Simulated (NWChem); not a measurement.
Everything below was run with NWChem. System: OTe, charge 0, spin multiplicity 3, at a geometry optimised with UPBE0/def2-SVP with def2 effective core potentials on Te. The structure started from a generated list of species. Its SCF solution wasn't tested for a lower state. Level: G0W0@UPBE/def2-TZVPD with def2 effective core potentials on Te, RI basis def2-tzvpd-rifit, no spin-orbit coupling.

Job file:

```
start mol
memory heap 200 mb stack 700 mb global 1700 mb
geometry units angstroms nocenter noautoz
  O      0.000000     0.000000     1.603772
  Te     0.000000     0.000000    -0.246734
  symmetry group C2v
end
basis spherical
  * library def2-tzvpd
end
ecp
  Te library def2-ecp
end
basis "ri basis" bse spherical
  * library def2-tzvpd-rifit
end
dft
  xc xpbe96 cpbe96
  odft
  mult 3
  iterations 100
  direct
  tolerances tight
end
task dft energy
gw
  states alpha occ 4 vir 2
  states beta occ 4 vir 2
end
task dft gw
```

NWChem printed:

```
             Northwest Computational Chemistry Package (NWChem) 7.3.0
             --------------------------------------------------------

                                NWChem Input Module
                                -------------------

 Scaling coordinates for geometry "geometry" by  1.889725989
 (inverse scale =  0.529177249)

 Turning off AUTOSYM since
 SYMMETRY directive was detected!

                             Geometry "geometry" -> ""
                             -------------------------

 Output coordinates in angstroms (scale by  1.889725989 to convert to a.u.)

  No.       Tag          Charge          X              Y              Z
 ---- ---------------- ---------- -------------- -------------- --------------
    1 O                    8.0000     0.00000000     0.00000000     1.60377200
    2 Te                  52.0000     0.00000000     0.00000000    -0.24673400

 Effective nuclear repulsion energy (a.u.)     118.9608331904

            Nuclear Dipole moment (a.u.)
            ----------------------------
        X                 Y               Z
 ---------------- ---------------- ----------------
     0.0000000000     0.0000000000     0.0000151178

      Symmetry information
      --------------------

 Group name             C2v
 Group number             16
 Group order               4
 No. of unique centers     2

      Symmetry unique atoms

     1    2


 Summary of "ao basis" -> "" (spherical)
 ------------------------------------------------------------------------------
       Tag                 Description            Shells   Functions and Types
 ---------------- ------------------------------  ------  ---------------------
 *                         def2-tzvpd                 on all atoms

 Summary of "ri basis" -> "" (spherical)
 ------------------------------------------------------------------------------
       Tag                 Description            Shells   Functions and Types
 ---------------- ------------------------------  ------  ---------------------
 *                      def2-tzvpd-rifit              on all atoms
[...]
     1   0 0 1     -1.094703     -7.460224     -6.689764     13.055285

     2   2 0 0    -23.048161    -13.987833     -9.060328      0.000000
     2   1 1 0     -0.000000     -0.000000     -0.000000      0.000000
     2   1 0 1      0.000000      0.000000      0.000000      0.000000
     2   0 2 0    -23.048161    -13.987833     -9.060328      0.000000
     2   0 1 1      0.000000      0.000000      0.000000      0.000000
     2   0 0 2    -25.513370    -56.773819    -47.437741     78.698190

 Task  times  cpu:        8.5s     wall:        8.5s

                                NWChem Input Module
                                -------------------

                                 NWChem GW Module
                                 ----------------

                             ***********************
                             ***        GW       ***
                             ***********************

 Summary of "ri basis" -> "ri basis" (spherical)
 ------------------------------------------------------------------------------
       Tag                 Description            Shells   Functions and Types
 ---------------- ------------------------------  ------  ---------------------
 O                      def2-tzvpd-rifit            26       92   9s7p5d4f1g
 Te                     def2-tzvpd-rifit            42      200   10s9p9d7f4g3h

                 Memory Information
                 ------------------
          Available GA per process is          1699.9 MBs
          Available stack per process is        700.0 MBs
          Available heap per process is           0.0 MBs

          Peak memory in Initialization
              Peak GA per process is                  8.6 MBs
              Peak stack per process is               0.1 MBs
              Peak heap per process is                8.9 MBs
              Memory not in MA per process            0.0 MBs

          Peak memory in AFF Calculation
              Peak GA per process is                 67.4 MBs
              Peak stack per process is              53.7 MBs
              Peak heap per process is                0.0 MBs
              Memory not in MA per process           53.7 MBs

          Computing 2-center integrals
          Computing Inverse Cholesky factor
          Computing 3-center integrals
          Computing V_xc ...

          Computing Sigma_x
          Computing RPA polarizability
          Solving quasiparticle equations

                  Alpha Orbitals
          State     Energy (eV)     Error (eV)
          -----------------------------------
@GW        14        -10.355           0.005
@GW        15        -10.356           0.004
@GW        16         -8.728           0.002
@GW        17         -8.728           0.002
@GW        18          0.476           0.002
@GW        19          1.132           0.003

                   Beta Orbitals
          State     Energy (eV)     Error (eV)
          -----------------------------------
@GW        12        -17.051           0.003
@GW        13        -11.523           0.004
@GW        14        -10.409           0.002
@GW        15        -10.409           0.002
@GW        16         -1.581           0.002
@GW        17         -1.581           0.002

   Applying  -2.8476 eV scissor-shift to rest of particle states

   Applying   2.8582 eV scissor-shift to rest of hole states

   Applying  -2.5877 eV scissor-shift to rest of particle states

   Applying   2.9386 eV scissor-shift to rest of hole states

     GW Timing Statistics
   ------------------------
   Init.   :          0.1s
     ERIs  :          0.5s
     Distr.:          0.0s
     Vxc   :          0.1s
   Sigma_x :          0.0s
   RPA     :          3.0s
   Wmn     :          0.1s
   Sigma_c :          0.1s
   GW total:          3.8s

 Task  times  cpu:        3.8s     wall:        3.8s

 Total times  cpu:       12.3s     wall:       12.3s
```
